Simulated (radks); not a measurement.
The numbers below are computed, except where a source is named.
Species: Zr4+. Configuration: [Kr] (the NIST ground configuration).

Level of theory: scalar-relativistic Kohn-Sham, exchange-only PBE, spin-polarised, spherical densities, point nucleus (a radial shooting solver on a logarithmic mesh with Libxc functionals).

Energy parts (eV):
total: -97793.752
kinetic: 100605.626
electron-nucleus: -234042.170
Hartree: 38658.888
exchange: -3016.096

Orbitals (lengths in bohr, moments of r in powers of bohr; r(max) is where P^2 peaks):
orbital	occ.	eigenvalue (eV)	r(max)
1s	2	-17867.89	0.02414
2s	2	-2511.780	0.1370
2p	6	-2244.492	0.1095
3s	2	-445.9078	0.4081
3p	6	-358.8602	0.4022
3d	10	-216.0306	0.3471
4s	2	-94.1783	1.070
4p	6	-71.4413	1.163
4d	0	-39.3553	1.449
5s	0	-33.0803	2.566

The highest occupied level is 4p at -71.441 eV. The density falls to 0.001 e/bohr^3 at r = 2.91 bohr. Summed over all electrons, <r^2> = 19.76 bohr^2, which gives a Langevin (diamagnetic) susceptibility term of -15.7 x 10^-6 cm^3/mol.
